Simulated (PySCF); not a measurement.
# Polarisability and C₆ of Cl²⁺ (chlorine, charge +2)

[Ne] 3s1 3p3 3d1, high-spin 6D determinant (an excited configuration). All numbers are calculated (PySCF 2.14, scalar relativity by spin-free X2C-1e, in dyall-acv3z (19s12p6d4f, 113 functions)). Coupled (time-dependent) response in atomic units; α is the mean over directions.

```
method  mean α (bohr³)         α xx, yy, zz  C₆ (like pair)  S(−4)
  PBE0           7.033  7.928, 7.928, 5.242           24.13  36.74
```

S(−4) is the Cauchy moment in α(ω) = α(0) + S(−4) ω² + …

α(iu) at PBE0:

```json
{"u (hartree)": "0", "α(iu) (bohr³)": "7.033"}
{"u (hartree)": "0.0500", "α(iu) (bohr³)": "6.944"}
{"u (hartree)": "0.100", "α(iu) (bohr³)": "6.707"}
{"u (hartree)": "0.200", "α(iu) (bohr³)": "6.040"}
{"u (hartree)": "0.300", "α(iu) (bohr³)": "5.372"}
{"u (hartree)": "0.500", "α(iu) (bohr³)": "4.248"}
{"u (hartree)": "0.750", "α(iu) (bohr³)": "3.163"}
{"u (hartree)": "1.00", "α(iu) (bohr³)": "2.375"}
{"u (hartree)": "1.50", "α(iu) (bohr³)": "1.424"}
{"u (hartree)": "2.00", "α(iu) (bohr³)": "0.9356"}
{"u (hartree)": "3.00", "α(iu) (bohr³)": "0.4965"}
{"u (hartree)": "5.00", "α(iu) (bohr³)": "0.2218"}
```

A single London oscillator, α(iu) = α/(1 + u²/ω²), gives C₆ = (3/4) ω α². Matching the computed C₆ needs ω = 4 × 24.13 / (3 × 7.033²) = 0.650 hartree.

For an ion, C₆ is the dispersion term alone; charge-induced terms of lower order in 1/R come first.

The components differ because the open shell of this determinant is not spherical; for a pure term their mean is the scalar polarisability.

The outer electron is Rydberg-like, and this basis confines it to a smaller radius and binds it less than a complete one would.
